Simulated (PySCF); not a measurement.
Al(Cl)(vinyl)(OH) (C₂H₄AlClO), SMILES C=[CH][Al]([OH])[Cl].

Coordinates come from a r2SCAN-D4/def2-SVP optimisation. The structure was generated by enumeration; whether it is a known compound was not checked. Other conformers were not sampled.

Two levels are set side by side: TDDFT-PBE/def2-SVPD (PySCF) and TDDFT-B3LYP/def2-SVPD (PySCF). Vertical, same geometry. The lowest singlet is HOMO−1→LUMO 90 % with PBE and HOMO−1→LUMO 95 % with the other functional; states are paired by order. Differences are taken from unrounded values.

| quantity | TDDFT-B3LYP | TDDFT-PBE | TDDFT-PBE minus TDDFT-B3LYP |
|---|---|---|---|
| lowest singlet excitation (eV) | 5.82 | 5.34 | -0.48 |
| lowest triplet excitation (TDA) (eV) | 4.04 | 4.08 | 0.04 |
| first bright state (f over 0.05) (eV) | 6.30 | 5.98 | -0.32 |
| its oscillator strength | 0.24 | 0.12 | -0.11 |

Functionals without exact exchange tend to place singlet excitations lower, as here. Differences between two approximate levels are no errors against the true value.

Rough cost on one machine, each run with all the roots and properties that it gave: TDDFT-B3LYP against TDDFT-PBE about 3 times.
